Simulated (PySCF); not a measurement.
Bond stretch in InH, singlet. Each curve is given relative to its own lowest point near equilibrium.

```json
[
 {"R / Å": "1.39", "A": "1.691", "B": "1.623", "C": "1.714", "D": "1.651"},
 {"R / Å": "1.47", "A": "1.030", "B": "0.973", "C": "1.053", "D": "1.001"},
 {"R / Å": "1.58", "A": "0.455", "B": "0.414", "C": "0.475", "D": "0.439"},
 {"R / Å": "1.65", "A": "0.234", "B": "0.205", "C": "0.250", "D": "0.224"},
 {"R / Å": "1.74", "A": "0.070", "B": "0.054", "C": "0.080", "D": "0.065"},
 {"R / Å": "1.79", "A": "0.023", "B": "0.015", "C": "0.029", "D": "0.021"},
 {"R / Å": "1.85", "A": "0.000", "B": "0.000", "C": "0.002", "D": "0.000"},
 {"R / Å": "1.89", "A": "0.001", "B": "0.007", "C": "0.000", "D": "0.003"},
 {"R / Å": "1.98", "A": "0.044", "B": "0.059", "C": "0.035", "D": "0.046"},
 {"R / Å": "2.01", "A": "0.068", "B": "0.087", "C": "0.056", "D": "0.070"},
 {"R / Å": "2.16", "A": "0.238", "B": "0.271", "C": "0.214", "D": "0.240"},
 {"R / Å": "2.29", "A": "0.432", "B": "0.473", "C": "0.397", "D": "0.429"},
 {"R / Å": "2.50", "A": "0.786", "B": "0.831", "C": "0.735", "D": "0.765"},
 {"R / Å": "2.79", "A": "1.286", "B": "1.333", "C": "1.218", "D": "1.219"},
 {"R / Å": "3.06", "A": "1.715", "B": "1.738", "C": "1.638", "D": "1.584"},
 {"R / Å": "3.30", "A": "1.984", "B": "2.026", "C": "1.924", "D": "1.847"},
 {"R / Å": "3.72", "A": "2.268", "B": "2.343", "C": "2.244", "D": "2.163"},
 {"R / Å": "4.08", "A": "2.416", "B": "2.460", "C": "2.411", "D": "2.313"},
 {"R / Å": "4.57", "A": "2.540", "B": "2.512", "C": "2.549", "D": "2.408"},
 {"R / Å": "4.96", "A": "2.601", "B": "2.526", "C": "2.615", "D": "2.440"},
 {"R / Å": "5.55", "A": "2.656", "B": "2.532", "C": "2.672", "D": "2.458"},
 {"R / Å": "6.48", "A": "2.696", "B": "2.534", "C": "2.700", "D": "2.464"},
 {"R / Å": "7.39", "A": "2.713", "B": "2.535", "C": "2.702", "D": "2.465"}
]
```

Energies in eV.

Q: Which curve belongs to which method? The methods are SC-NEVPT2 on CASSCF(4,5)/def2-SVP, all electrons correlated, def2 effective core potentials past Kr run with PySCF; CCSD on UHF/def2-SVP, 4 core orbitals frozen, def2 effective core potentials past Kr run with PySCF 2.14.0; unrestricted B3LYP/def2-SVP, def2 effective core potentials past Kr run with PySCF; unrestricted TPSSh/def2-SVP, def2 effective core potentials past Kr run with PySCF.

A: A is UKS-TPSSh; B is UCCSD; C is UKS-B3LYP; D is NEVPT2.

The unrestricted determinant behind UKS-TPSSh is spin-contaminated at 3.06 to 7.39 Å (<S²> up to 0.9, against 0.00 for a pure singlet). The unrestricted determinant behind UKS-B3LYP is spin-contaminated at 3.06 to 7.39 Å (<S²> up to 1.0, against 0.00 for a pure singlet). The unrestricted determinant behind UCCSD is spin-contaminated at 1.39 to 1.47, 2.50 to 7.39 Å (<S²> up to 1.0, against 0.00 for a pure singlet).
